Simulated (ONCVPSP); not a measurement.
Building the ONCV potential for titanium (Ti) (PBE, scalar-relativistic).

```
Element                 : Ti (Z = 22)
Generator               : ONCVPSP 4.0.1
Type                    : optimised norm-conserving Vanderbilt (ONCV)
Functional              : PBE
Relativity              : scalar-relativistic
Frozen core             : [Ar]
Valence charge          : 4
Reference configuration : 3d2 4s2
Partial waves           : 4s: rc 2.60 bohr, ncon 5, nbas 8, qcut 2.6 1/bohr, 1 projector; p scattering state at 0.28 Ha: rc 2.60 bohr, ncon 3, nbas 6, qcut 3.5 1/bohr, 1 projector; 3d: rc 2.15 bohr, ncon 5, nbas 10, qcut 7.5 1/bohr, 2 projectors, debl 2.1 Ha
Local potential         : polynomial inside 1.45 bohr (lpopt 5, dvloc0 3 Ha)
Core correction         : Teter function, fcfact 5.25, rcfact 1.45
```

In the p channel the program set the typed energies aside and used 0.050 Ha.

Poles of the logarithmic derivatives, all-electron (AE) and pseudo (PS). s: poles at 1.1 (AE) and 1.1, 4.3 (PS) Ha. p: poles at -1.4, 1.6 (AE) and 0.8, 2.5 (PS) Ha. d: poles at 0.1, 3.6 (AE) and 0.1, 3.6 (PS) Ha. Test radii: s 2.65, p 2.65, d 2.19 bohr.

- Cutoffs needed: 22 Ha and 25 Ha (the cutoffs (Ha) at which the residual kinetic energy of the hardest occupied pseudo-wave falls to 1 and 0.1 mHa per electron)
- Ghost test: no bound ghost flagged; no localised positive-energy state flagged
- Configuration tests: 4 of 4 tests not solved or not reliable
- rms error of d²Exc/dni dnj: 23.08 mHa without and 12.35 mHa with the model core
